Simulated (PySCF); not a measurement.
Species: C3H8OSi2.
Atom-mapped SMILES: `[CH3:1][O:2][SiH2:3][C:4]#[C:5][SiH3:6]` (hydrogens: H7, H8, H9 on C1; H10, H11 on Si3; H12, H13, H14 on Si6)

Structure used (GFN2-xTB), in Å, numbered top down from 1:
```xyz
14
C3H8OSi2 angstrom
C     -2.6611    0.0208    0.3813
O     -2.1973    1.0609   -0.4197
Si    -0.9307    1.0926   -1.4366
C      0.6484    0.6482   -0.5647
C      1.6566    0.3441    0.0344
Si     3.1935   -0.1017    0.9597
H     -1.8726   -0.3406    1.0469
H     -3.4912    0.3986    0.9802
H     -3.0117   -0.8156   -0.2297
H     -0.9794    2.4935   -1.8256
H     -1.0812    0.1201   -2.5282
H      2.8872   -0.0731    2.3933
H      3.6086   -1.4482    0.5552
H      4.2302    0.8799    0.6312
```

PySCF, density fitting, gas phase, GFN2-xTB geometry. The standard run uses grid level 2 after a coarse-grid start, the def2-universal JK fitting basis (with tight functions added where the orbital basis needs them), an energy threshold of 1e-9 Eh and DIIS. The changed runs have no coarse-grid stage.

Question: Standard PBE0/pcSseg-1: E = -772.789942 Eh, HOMO -8.100 eV, LUMO -0.786 eV, dipole 1.359 D, 13 cycles (coarse-grid cycles included). What changes at PBE0/pcSseg-1 with: level shift 0.1 Eh?

Answer: E = -772.789942 Eh (0.000 mEh), HOMO -8.100 eV (0.000), LUMO -0.786 eV (0.000), dipole 1.359 D (0.000), 11 SCF cycles. The result matches the standard run within 0.02 mEh and 0.003 eV; such settings steer the iterations and don't enter the energy expression.

The cycles:
```
cycle   1  E = -772.6929651015  dE =  4.673e-01  |g| = 6.997e-01  |ddm| = 3.379e+00
cycle   2  E = -772.6566823049  dE =  3.628e-02  |g| = 8.679e-01  |ddm| = 1.194e+00
cycle   3  E = -772.7877319567  dE = -1.310e-01  |g| = 8.623e-02  |ddm| = 5.346e-01
cycle   4  E = -772.7897858906  dE = -2.054e-03  |g| = 2.417e-02  |ddm| = 1.279e-01
cycle   5  E = -772.7899299901  dE = -1.441e-04  |g| = 7.058e-03  |ddm| = 2.826e-02
cycle   6  E = -772.7899365553  dE = -6.565e-06  |g| = 4.703e-03  |ddm| = 8.548e-03
cycle   7  E = -772.7899416801  dE = -5.125e-06  |g| = 8.064e-04  |ddm| = 2.817e-03
cycle   8  E = -772.7899418461  dE = -1.660e-07  |g| = 1.456e-04  |ddm| = 8.597e-04
cycle   9  E = -772.7899418512  dE = -5.095e-09  |g| = 7.116e-05  |ddm| = 2.045e-04
cycle  10  E = -772.7899418526  dE = -1.356e-09  |g| = 1.923e-05  |ddm| = 8.024e-05
cycle  11  E = -772.7899418527  dE = -1.182e-10  |g| = 3.556e-06  |ddm| = 2.385e-05
```
